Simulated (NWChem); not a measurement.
System: MgNH2Cl; SMILES [NH2][Mg][Cl]

```xyz
5

Mg    -0.1012    -0.2948    -0.0599
Cl     0.3743     1.8591     0.0572
N     -0.5034    -2.1306    -0.1604
H      0.0481    -2.8379    -0.6335
H     -1.3134    -2.5876     0.2439
```
Atoms are numbered in this order, from 1.

Level: B3LYP/6-31G* (spherical d) (NWChem), optimised geometry, unscaled harmonic frequencies. 

```json
[
 {"frequency (cm⁻¹)": "125", "IR intensity (km/mol)": "33.3"},
 {"frequency (cm⁻¹)": "125", "IR intensity (km/mol)": "81.4"},
 {"frequency (cm⁻¹)": "204", "IR intensity (km/mol)": "93.7"},
 {"frequency (cm⁻¹)": "393", "IR intensity (km/mol)": "15.4"},
 {"frequency (cm⁻¹)": "561", "IR intensity (km/mol)": "99.8"},
 {"frequency (cm⁻¹)": "761", "IR intensity (km/mol)": "109.4"},
 {"frequency (cm⁻¹)": "1601", "IR intensity (km/mol)": "12.4"},
 {"frequency (cm⁻¹)": "3547", "IR intensity (km/mol)": "4.5"},
 {"frequency (cm⁻¹)": "3629", "IR intensity (km/mol)": "7.1"}
]
```

zero-point energy: 15.6 kcal/mol
thermal correction to the enthalpy at 298.15 K (with zero-point energy): 19.6 kcal/mol
heat capacity Cv: 15.0 cal/(mol K)
entropy at 298.15 K and 1 atm (symmetry number 2): 69.8 cal/(mol K)
dipole moment: 2.76 D

Rigid rotor and harmonic oscillator.
